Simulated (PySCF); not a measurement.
C5H8O3S.
SMILES: `O=S(=O)([C@H]1C(=C)CC1)O`

A linear-response calculation (PySCF, def2-SVPD basis, gas phase, vertical, core orbitals frozen in the response) gave these numbers; the functional is withheld.

Orbital energies (eV): HOMO-3 -9.26, HOMO-2 -8.94, HOMO-1 -8.81, HOMO -7.53, LUMO -1.03, LUMO+1 -0.34, LUMO+2 0.51.

| state | E (eV) | f | main configurations (H = HOMO, L = LUMO) |
| --- | --- | --- | --- |
| S1 | 6.28 | 0.243 | H→L (91%) |
| S2 | 6.51 | 0.0015 | H→L+1 (97%) |
| S3 | 6.83 | 0.0071 | H-1→L (81%), H-2→L (11%) |
| S4 | 6.97 | 0.0074 | H-2→L (73%), H-1→L (16%) |
| S5 | 7.12 | 0.0062 | H→L+2 (74%), H→L+3 (21%) |
| S6 | 7.31 | 0.013 | H-3→L (72%), H-4→L (9%) |

Triplets, Tamm–Dancoff:

| state | E (eV) | λ (nm) | main configurations (H = HOMO, L = LUMO) |
| --- | --- | --- | --- |
| T1 | 4.06 | 305.2 | H→L (92%) |
| T2 | 6.44 | 192.6 | H→L+1 (61%), H-2→L (22%) |
| T3 | 6.48 | 191.3 | H-2→L (34%), H→L+1 (34%), H-1→L (18%) |
| T4 | 6.81 | 182.1 | H-1→L (68%), H-2→L (24%) |

Vertical ionisation energy by ΔSCF with the same functional: 9.65 eV. Mean static polarisability: 88.5 au.

Task: Name the functional.
A. B3LYP
B. wB97X-D
C. HF
D. PBE

Result: A. B3LYP is a global hybrid with 20% exact exchange. In this run −ε(HOMO) = 7.53 eV differs from the ΔSCF value by -2.12 eV, and S1 differs from the orbital gap of 6.50 eV by -0.22 eV. The ratio −ε(HOMO)/IP is 0.78. Small neutral molecules mostly give 0.67 to 0.83 with B3LYP, 0.5 to 0.7 with PBE, 0.89 to 0.99 with wB97X-D; Hartree–Fock can't fall below 1, since the ion's relaxation only lowers the ΔSCF value. The other options: PBE, a GGA without exact exchange; HF, time-dependent Hartree–Fock, 100% exact exchange; wB97X-D, range-separated, 22% exact exchange at short range and 100% at long range (ω = 0.2 bohr⁻¹).

Method: TDDFT B3LYP/def2-SVPD, vertical, gas phase, core orbitals frozen in the response (PySCF). One conformer (not necessarily the lowest) at the PBE0-D3(BJ)/def2-SVP geometry, without solvent, vibrations or thermal averaging.

Shape of the structure used: `[CH2:1]=[C:2]1[CH2:3][CH2:4][C@H:5]1[S:6](=[O:7])(=[O:8])[OH:9]`: C4–C5–S6–O7 174°, H–O9–S6–C5 -109°.
